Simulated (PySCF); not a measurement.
Delta-SCF ions had no search for a lower state. Excitations are Tamm–Dancoff values on a coarser integration grid. The basis has no diffuse functions, so Rydberg states are missing or too high.

Cartesian coordinates (Å):
```xyz
12

B     -2.2762    -0.0408    -0.4564
C     -0.8058    -0.0459    -0.0492
C     -0.2482    -0.8705     0.9076
O      1.0540    -0.6512     1.0570
C      1.4083     0.3359     0.1708
S      3.0443     0.9326     0.2010
C      0.3086     0.7383    -0.5232
H     -3.0448    -0.8065     0.0791
H     -2.6845     0.7164    -1.3055
H     -0.6824    -1.6470     1.5355
H      3.6362    -0.1671    -0.3229
H      0.2904     1.5058    -1.2937
```
Charge 0, multiplicity 1.

Task: What vertical ionisation energy (Delta-SCF), brightest of the four lowest singlets (TDA), T1 excitation (TDA), total energy and HOMO does PBE0-D3(BJ)/def2-TZVP // PBE0-D3(BJ)/def2-SVP in PySCF 2.14.0 give?

Result: 
The vertical ionisation energy (Delta-SCF) is 8.81 eV and the brightest of the four lowest singlets (TDA) is 5.47 eV. The T1 excitation (TDA) comes out as 3.28 eV, the total energy is -653.3336 Ha and the HOMO is -6.98 eV.
